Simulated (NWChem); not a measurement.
System: AlO, doublet; SMILES [O]=[Al]

NWChem input:

```
start job
memory heap 200 mb stack 900 mb global 1100 mb
geometry units angstroms noautosym nocenter noautoz
  Al     0.000000     0.000000    -0.629348
  O      0.000000     0.000000     1.003180
end
basis spherical
  Al library def2-tzvp
  O library def2-tzvp
end
dft
  odft
  mult 2
  xc bhlyp
  iterations 150
end
property
  hyperfine
end
task dft property
```

NWChem printed, in part:

```
             Northwest Computational Chemistry Package (NWChem) 7.3.0
             --------------------------------------------------------

                             Geometry "geometry" -> ""
                             -------------------------

 Output coordinates in angstroms (scale by  1.889725989 to convert to a.u.)

  No.       Tag          Charge          X              Y              Z
 ---- ---------------- ---------- -------------- -------------- --------------
    1 Al                  13.0000     0.00000000     0.00000000    -0.62934800
    2 O                    8.0000     0.00000000     0.00000000     1.00318000

 Effective nuclear repulsion energy (a.u.)      33.7111730371

                              NWChem Property Module
                              ----------------------

  itol2e modified to match energy
  convergence criterion.

                                 NWChem DFT Module
                                 -----------------

 Summary of "ao basis" -> "ao basis" (spherical)
 ------------------------------------------------------------------------------
       Tag                 Description            Shells   Functions and Types
 ---------------- ------------------------------  ------  ---------------------
 Al                        def2-tzvp                13       37   5s5p2d1f
 O                         def2-tzvp                11       31   5s3p2d1f

  itol2e modified to match energy
  convergence criterion.

            General Information
            -------------------
          SCF calculation type: DFT
          Wavefunction type:  spin polarized.
          No. of atoms     :     2
          No. of electrons :    21
           Alpha electrons :    11
            Beta electrons :    10
          Charge           :     0
          Spin multiplicity:     2
          Use of symmetry is: off; symmetry adaption is: off
          Maximum number of iterations: 150
          AO basis - number of functions:    68
                     number of shells:    24
          Convergence on energy requested:  1.00D-07
          Convergence on density requested:  1.00D-05
          Convergence on gradient requested:  5.00D-04

              XC Information
              --------------
                        BHLYP Method XC Functional
                     Hartree-Fock (Exact) Exchange  0.500
                        Slater Exchange Functional  0.500 local
                    Becke 1988 Exchange Functional  0.500 non-local
              Lee-Yang-Parr Correlation Functional  1.000

[...]

          ----------------------
          Hyperfine Interactions
          ----------------------

 Total Spin Density (Fermi Contact Term)
 ------------------ --------------------
     Atom            x         y         z       Density (a.u.)      Aiso(MHz)     Aiso(Gauss)
     1  27-Al     0.00000   0.00000  -1.18930       0.138299        161.205166      57.521915
     2  17-O      0.00000   0.00000   1.89574      -0.026509         16.069912       5.734134

           -------------------------------------------
           Anisotropic Interaction (Spin-Dipolar Term)
           -------------------------------------------

 ------------------------------------------------------------
     Atom            x         y         z
 ------------------------------------------------------------
     1  27-Al     0.00000   0.00000  -1.18930

   Spin-Dipolar term (a.u.)
        xx             yy             zz             xy             xz             yz
 ------------------------------------------------------------------------------------------
      -0.439210      -0.439210       0.878420       0.000000      -0.000000      -0.000000

   Principal Comp. of -hf- tensor (au)            Anisotropic -hfcc- (MHz)               Anisotropic -hfcc- (Gauss)
 --------------------------------------------------------------------------------------------------------------------------
     -0.439210    -0.439210     0.878420     -61.110132   -61.110132   122.220263     -21.805578   -21.805578    43.611156

   Orientation of the principal axis of Hyperfine Tensor w.r.t absolute (molecular) frame
 --------------------------------------------------------------------------------------------------------------------------
      0.738456     0.674301    -0.000000
     -0.674301     0.738456    -0.000000
      0.000000     0.000000     1.000000

 ------------------------------------------------------------
     Atom            x         y         z
 ------------------------------------------------------------
     2  17-O      0.00000   0.00000   1.89574

   Spin-Dipolar term (a.u.)
        xx             yy             zz             xy             xz             yz
 ------------------------------------------------------------------------------------------
      -1.088289      -1.088289       2.176578      -0.000000       0.000001       0.000001

   Principal Comp. of -hf- tensor (au)            Anisotropic -hfcc- (MHz)               Anisotropic -hfcc- (Gauss)
 --------------------------------------------------------------------------------------------------------------------------
     -1.088289    -1.088289     2.176578      78.747852    78.747852  -157.495704      28.099144    28.099144   -56.198289

   Orientation of the principal axis of Hyperfine Tensor w.r.t absolute (molecular) frame
 --------------------------------------------------------------------------------------------------------------------------
      0.708293    -0.705918     0.000000
      0.705918     0.708293     0.000000
     -0.000000     0.000000     1.000000
```

Level: BHandHLYP/def2-TZVP, spin-unrestricted, contact and dipolar terms. The geometry was optimised at PBE0/def2-SVP, spin-unrestricted. No stability test was run on the SCF state.
